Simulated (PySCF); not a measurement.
Spinor energies of Pd²⁷⁺ (palladium, charge +27)

Start: [Ar] 3d1; 3d5/2 filled at m_j = +5/2. Calculated with PySCF 2.14 in an uncontracted even-tempered set (16 s from 4 bohr⁻², ratio 2.8; 12 p from 5.2 bohr⁻², ratio 2.8; 8 d from 5.2 bohr⁻², ratio 2.8; 3 f from 16 bohr⁻², ratio 3): generalised Hartree-Fock with the X2C-1e Hamiltonian and a Gaussian nucleus; one run each with spin-orbit coupling (SO) screened by Boettger's factors, then bare. This is a chosen level, not necessarily the ground level.

| spinor shell | electrons | ε, screened SO (eV) | ε, bare SO (eV) | weight of nominal j (bare SO) | rms radius, bare SO (bohr) |
| --- | --- | --- | --- | --- | --- |
| 1s1/2 | 2 | -25721.6 | -25721.5 | 1.000 | 0.0365 |
| 2s1/2 | 2 | -4878.1 | -4878.1 | 1.000 | 0.148 |
| 2p1/2 | 2 | -4609.7 | -4615.2 | 1.000 | 0.128 |
| 2p3/2 | 4 | -4448.2 | -4446.0 | 1.000 | 0.133 |
| 3s1/2 | 2 | -1718.6 | -1718.6 | 1.000 | 0.371 |
| 3p1/2 | 2 | -1610.1 | -1611.3 | 0.995 | 0.361 |
| 3p3/2 | 4 | -1576.1 | -1575.6 | 0.997 | 0.370 |
| 3d5/2 | 1 | -1432.4 | -1431.6 | 1.000 | 0.328 |

| quantity | screened SO | bare SO |
| --- | --- | --- |
| E (hartree) | -4558.81651 | -4558.86861 |
| M_J | 5/2 | 5/2 |
| ⟨J²⟩ | 8.752 | 8.752 |
| ⟨L²⟩ | 6.008 | 6.009 |
| ⟨S²⟩ | 0.757 | 0.758 |

Each row is a mean over spinors that exchange with the open shell spreads, by up to 16.243 eV (3p3/2).

Breit and QED terms are absent; they matter most for the inner s and p1/2 levels.

Densities and radii are taken from the X2C orbitals without a picture-change correction, which distorts them close to the nucleus.
